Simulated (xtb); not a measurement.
Si(H)(OH)2(PH2) (H5O2PSi), SMILES [SiH](P)(O)O. All values are semi-empirical tight-binding results from xtb (GFN2-xTB unless named), good for trends rather than for accurate numbers. Geometry optimised at GFN2-xTB. The values are those of a single conformer.

Computed properties:
```
Item                                              Value
----------------------------------------  -------------
orbital gap                                     4.89 eV
zero-point energy                         33.3 kcal/mol
G − E(el) at 298.15 K (modified RRHO)     13.9 kcal/mol
static polarisability (D4 model)             67.5 bohr³
solvation energy, GFN2-xTB/ALPB(water)    -7.4 kcal/mol
solvation energy, GFN2-xTB/ALPB(toluene)  -3.8 kcal/mol
```
